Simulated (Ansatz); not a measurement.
System: AlH2I, charge 0, singlet. AlH2I (SMILES [AlH2][I]).
B3LYP-D3(BJ)/def2-TZVP minimum from Ansatz (an electronic-structure program):
```xyz
4

Al    -1.0179    -1.5971     0.2867
H     -0.4992    -2.6121     1.3671
H     -2.3151    -1.8034    -0.5744
I      0.3028     0.4750    -0.0853
```
Charge 0, spin multiplicity 1.

Quantity: atomisation energy (electronic, to ground-state atoms), in kcal/mol. Open shells are spin-unrestricted; no spin-orbit coupling. Cores are frozen in correlated methods (noble-gas shells, and filled d and f shells in the p block). Past Kr the def2 sets carry scalar-relativistic core potentials. CBS(X,Y): correlation extrapolated as X^-3, Hartree-Fock from the larger set. A bracket is a step between two methods taken in the basis named. Where a partner has so few electrons that a lower coupled-cluster level is exact, that level stands in. Spin-orbit terms, left out, reach several kcal/mol for Br and I, and more for heavier atoms.

CCSD(T)/CBS(def2-TZVPP,def2-QZVPP) + [CCSDT(Q) - CCSD(T)]/def2-TZVPP + [CCSDTQ - CCSDT(Q)]/def2-SVP (Ansatz) gives 219.0 kcal/mol.

Question: How far off this value is PBE/def2-TZVPD (Ansatz), in which direction, and how far these levels: r2SCAN/def2-TZVPD, B3LYP/def2-TZVPD, PBE0/def2-TZVPD, wB97M-V/def2-TZVPD, B2PLYP/def2-TZVPD, CCSD(T)/CBS(def2-TZVPP,def2-QZVPP)?

Answer: PBE gives 211.1 kcal/mol, 7.9 kcal/mol below it. Differences of the others: r2SCAN/def2-TZVPD (Ansatz) -1.0; B3LYP/def2-TZVPD (Ansatz) -6.6; PBE0/def2-TZVPD (Ansatz) -7.0; wB97M-V/def2-TZVPD (Ansatz) -3.1; B2PLYP/def2-TZVPD (Ansatz) -7.0; CCSD(T)/CBS(def2-TZVPP,def2-QZVPP) (Ansatz) -0.1 kcal/mol.
